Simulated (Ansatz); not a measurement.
Species: H₃BO₂, charge 0, singlet. H3BO2 (boronic acid, SMILES OBO).
B3LYP-D3(BJ)/def2-TZVP minimum from Ansatz (a quantum-chemistry and plane-wave program):
```xyz
6

B     -0.3227    -0.2778    -0.2299
H     -1.1017    -1.0063    -0.7652
O     -0.2757     1.0188    -0.6262
H      0.3804     1.5358    -0.1424
O      0.5156    -0.7067     0.7611
H      0.4151    -1.6373     0.9783
```
Charge 0, spin multiplicity 1.

Total energies in cc-pVTZ, 18 correlated electrons, 3 frozen orbitals. Radicals and triplets start from unrestricted determinants; spin-orbit coupling is neglected. Correlated methods leave the cores frozen. No relativity.

| method | program | energy (Eh) | minus CCSDT(Q) (mEh) |
|---|---|---|---|
| HF | Ansatz | -176.33691 | 620.38 |
| MP2 | Ansatz | -176.92311 | 34.18 |
| CCSD | Ansatz | -176.93532 | 21.96 |
| CCSD(T) | Ansatz | -176.95613 | 1.16 |
| CCSDT(Q) | Ansatz | -176.95729 | 0.00 |

Rough core times of Ansatz's runs on a shared machine: CCSD(T) under 20 s, CCSDT(Q) 40 min.
